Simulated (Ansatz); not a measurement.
Reactions of C₂HCl₃Si, SMILES `C#C[Si](Cl)(Cl)Cl`.

Program: Ansatz. Geometries: PBE0-D4/def2-TZVP. ΔE: electronic, gas phase. CCSD(T)/CBS is the MP2 limit (def2-TZVPP, def2-QZVPP) plus CCSD(T) − MP2 in def2-TZVPP, frozen cores. This one scheme is used for every species, atoms too. Functionals use def2-TZVPP. B3LYP here is the variant with VWN-RPA as its local correlation; programs differ in this. Open shells (•) are unrestricted, without spin–orbit coupling. Spin–orbit coupling would lower the free atoms: a little for Cl. Each species was taken in one conformer, which may not be the lowest.

| reaction | CCSD(T)/CBS(def2) (kJ/mol) |
| --- | --- |
| `C#C[Si](Cl)(Cl)Cl` → Cl• + `C#C[Si](Cl)Cl`• | 476 |
| `C#C[Si](Cl)(Cl)Cl` + H–F → `C#C[Si](F)(Cl)Cl` + HCl | -47 |
| `C#C[Si](Cl)(Cl)Cl` + `FCCCl` → `C#CC(F)CCl` + `Cl[SiH](Cl)Cl` | ? |
| `C#C[Si](Cl)(Cl)Cl` + CH₃OH → `CO[Si](Cl)(Cl)Cl` + `C#C` | -79 |

(1) Fill in the missing values. (Best estimate.)

Largest T1 diagnostic: 0.019, for `C#C[Si](Cl)Cl`•.

## Answers

(1) Computed: `C#C[Si](Cl)(Cl)Cl` + `FCCCl` → `C#CC(F)CCl` + `Cl[SiH](Cl)Cl`: +64.1 kJ/mol.
